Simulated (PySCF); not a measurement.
## EPR parameters of C5H8F3

C₅H₈F₃ (doublet state).
SMILES with atom numbers: `[CH2:1][C@@H:2]([CH2:3][F:4])[C@@H:5]([F:6])[CH2:7][F:8]` (hydrogens: H9, H10 on C1; H11 on C2; H12, H13 on C3; H14 on C5; H15, H16 on C7)

Cartesian coordinates in Å at the GFN2-xTB level; atoms count from 1:
```xyz
16
C5H8F3 angstrom
C     -0.5927   -1.6520    0.2192
C     -0.5892   -0.3899   -0.5413
C     -1.5094    0.6657    0.0766
F     -1.2100    0.8762    1.4008
C      0.8519    0.1504   -0.7260
F      0.8030    1.2217   -1.5946
C      1.5025    0.5736    0.5868
F      2.8637    0.4340    0.5046
H      0.0544   -2.4543   -0.0736
H     -1.2051   -1.7644    1.0903
H     -0.9576   -0.5580   -1.5679
H     -2.5511    0.3330    0.0421
H     -1.4032    1.6286   -0.4315
H      1.4780   -0.6084   -1.2110
H      1.1616   -0.0704    1.4026
H      1.2955    1.6232    0.8116
```

The hyperfine couplings belong to this conformer and change with its torsions.

Level of theory: UKS B3LYP, pcH-1 on C F H, non-relativistic, mean-field spin-orbit, GIAO (PySCF). One conformer (not necessarily the lowest) at the GFN2-xTB geometry, without solvent, vibrations or thermal averaging. Couplings are sensitive to structure, and on GFN2-xTB geometries they can be far from those on DFT ones. The SCF solution wasn't tested for stability.

| Item | Value |
| --- | --- |
| g1, g2, g3 | 2.00225, 2.00280, 2.00321 |
| g_iso | 2.00275 |
| Form of g | rhombic: the two nearest values differ by 43 % of g3 − g1 |
| ⟨S²⟩ | 0.7536 (exact 0.7500) |
| α and β electrons | 33, 32 |
| HOMO–LUMO gap, α and β orbitals | 7.24, 6.67 eV |
| Total energy | -494.82962 Eh |

Hyperfine couplings atom by atom, in mT; T1 to T3 are the principal values of the dipolar part (MHz turned into mT with g_iso):

| atom | isotope | a_iso | T1 | T2 | T3 | Mulliken spin population |
| --- | --- | --- | --- | --- | --- | --- |
| C1 | 13C | 3.14 | -2.92 | -2.90 | 5.81 | 1.07 |
| C2 | 13C | -1.20 | -0.08 | -0.01 | 0.09 | -0.08 |
| C3 | 13C | 0.08 | -0.04 | -0.02 | 0.06 | 0.00 |
| F4 | 19F | -0.07 | -0.21 | -0.10 | 0.31 | 0.00 |
| C5 | 13C | 1.94 | -0.16 | -0.13 | 0.29 | 0.04 |
| F6 | 19F | 0.06 | -0.44 | -0.35 | 0.79 | 0.00 |
| C7 | 13C | 0.00 | -0.08 | -0.03 | 0.10 | 0.01 |
| F8 | 19F | 0.20 | -0.23 | -0.12 | 0.36 | 0.00 |
| H9 | 1H | -2.27 | -1.40 | -0.01 | 1.42 | -0.05 |
| H10 | 1H | -2.33 | -1.42 | 0.00 | 1.42 | -0.05 |
| H11 | 1H | 4.32 | -0.20 | -0.12 | 0.33 | 0.05 |
| H12 | 1H | -0.05 | -0.10 | -0.10 | 0.20 | 0.00 |
| H13 | 1H | -0.06 | -0.07 | -0.06 | 0.12 | 0.00 |
| H14 | 1H | -0.11 | -0.14 | -0.09 | 0.22 | 0.00 |
| H15 | 1H | 0.05 | -0.23 | -0.11 | 0.34 | 0.00 |
| H16 | 1H | 0.09 | -0.06 | -0.04 | 0.11 | 0.00 |

Largest spin populations (Mulliken): C1 (+1.07) and C2 (-0.08). C1 is the only atom above +0.15. The positive populations add up to 1.18 and the negative ones to -0.18, together 2S = 1. The angles at C1 add up to 359.9°, so it is planar; its axial dipolar tensor and the negative couplings of its protons fit spin in a p orbital normal to that plane.

Axes: g3 points within 7° of the C1–H9 bond.

Under fast tumbling the dipolar parts average out, and these isotropic splittings remain (the largest six): 1 × 1H (H11, I = 1/2, 2 lines) with 4.32 mT, 2 × 1H (H9/H10, I = 1/2, 3 lines) with 2.30 mT, 1 × 19F (F8, I = 1/2, 2 lines) with 0.20 mT, 1 × 1H (H14, I = 1/2, 2 lines) with 0.11 mT, 1 × 1H (H16, I = 1/2, 2 lines) with 0.09 mT and 1 × 19F (F4, I = 1/2, 2 lines) with 0.07 mT.

Nuclei that the bonding pattern makes equivalent are averaged, as if the motion that swaps them (rotation, inversion, ring flip) were fast.

The 13C coupling of C1 (88.1 MHz) shows only in satellite lines or after enrichment, since that isotope makes up about 1.07 % of natural carbon.

Examples of negative spin density at the nucleus (bohr⁻³): C2 (-0.0298) and H9/H10 (-0.0144).
